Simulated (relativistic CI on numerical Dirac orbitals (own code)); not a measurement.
**Fe³⁺ in a cubic cluster: L2,3 absorption with charge transfer**

Computed with a charge-transfer multiplet model of a cubic metal-ligand cluster with up to 3 ligand holes, Slater and spin-orbit integrals from Dirac-Coulomb-Breit ions, Slater integrals scaled by 0.9. The ground state mixes d5 with configurations of k ligand holes L, whose averages lie at kΔ + k(k − 1)U_dd/2; a core hole lowers each added d electron by U_cd. 300 K, Lorentzian 0.4 eV and Gaussian 0.3 eV FWHM.

Atomic integrals in eV (Slater integrals scaled, ζ unscaled), ground: F2dd 10.785, F4dd 6.742, zeta_d 0.056; with the core hole: F2dd 11.484, F4dd 7.183, zeta_d 0.075, zeta_core 8.130, F2cd 6.732, G1cd 5.078, G3cd 2.886.

Cluster parameters (eV): Δ = 3, U_dd = 6.7, U_cd = 8.6, 10Dq = 1.85, 10Dq(ligand) = 1.4, final-state hopping factor = 0.9.

```csv
Case,n_d,d5,d6L,d7L2,d8L3,S
"V(eg) = 0.7 eV, V(t2g) = -0.36 eV",5.04,0.96,0.04,0.00,0.00,2.50
"V(eg) = 1.3 eV, V(t2g) = -0.67 eV",5.11,0.89,0.11,0.00,0.00,2.50
"V(eg) = 1.6 eV, V(t2g) = -0.82 eV",5.15,0.85,0.15,0.00,0.00,2.50
```

Weights, n_d and S are thermal averages at 300 K. Photon energies count from the first peak over 30 % of the highest in each spectrum, which can be another peak from case to case. The parameters are a model scan and need not match a compound or its usual spin state. Peaks in eV (height, largest 100):
- V(eg) = 0.7 eV, V(t2g) = -0.36 eV: 0.0 (32), 2.1 (100), 3.9 (24), 6.4 (9), 7.7 (6), 13.4 (14), 14.5 (6), 15.7 (19), 17.1 (14)
- V(eg) = 1.3 eV, V(t2g) = -0.67 eV: 0.0 (34), 2.2 (100), 6.5 (10), 13.3 (13), 15.6 (18), 17.0 (12)
- V(eg) = 1.6 eV, V(t2g) = -0.82 eV: 0.0 (36), 2.3 (100), 6.6 (9), 13.4 (13), 15.7 (17), 17.1 (11)

For the case V(eg) = 1.6 eV, V(t2g) = -0.82 eV, Δ = 3 eV is smaller than U_dd = 6.7 eV, the charge-transfer side of the Zaanen-Sawatzky-Allen scheme. With the core hole the configuration with one ligand hole lies at Δ + U_dd − U_cd = 1.1 eV above the one without, against Δ in the ground state. The added d electron screens the hole, so the order of the configurations is kept and charge-transfer satellites are weaker than in photoemission.
